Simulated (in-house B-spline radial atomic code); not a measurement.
Configurations of Ca, with energies counted from [Ar] 4s2. Level of theory: non-relativistic B3LYP, spin-polarised, spherical fractional occupations, exact exchange averaged over the configuration, point nucleus; calculated with a radial B-spline atomic code at the basis-set limit. Shells without spins written out take the highest spin.

Occupations are held fixed; configurations that lie above the ionisation limit could autoionise.

```tsv
configuration	E - E(ref) (eV)	highest orbital	its <r> (bohr)
[Ar] 4s1 5f1	5.4533	5f up	27.97
[Ne] 3s2 3p5 4s2 4p1	29.511	4p up	4.413
[Ne] 3s2 3p5 4s2 5d1	33.316	5d up	17.39
[Ne] 3s2 3p5 4s2 4f1	33.487	4f up	16.8
[Ne] 3s1 3p6 3d1 4s2	45.378	4s down	3.971
[He] 2s2 2p5 3s2 3p6 4s2 4d1	355.63	4d up	8.703
```

Task: Order these further configurations by energy, lowest first.
A. [Ar] 4s1 5d1
B. [Ne] 3s1 3p6 4s2 5p1
C. [Ne] 3s1 3p6 4s2 5d1
D. [He] 2s2 2p5 3s2 3p6 4s2 5p1
E. [Ne] 3s2 3p5 4s2 5p1

Result: A (5.1127 eV), E (32.612 eV), B (52.665 eV), C (53.369 eV), D (355.6 eV).

Task: How far above the reference does [He] 2s2 2p5 3s2 3p6 4s2 4f1 lie?

Result: 356.5 eV; its least bound orbital is 4f up with <r> = 16.84 bohr.
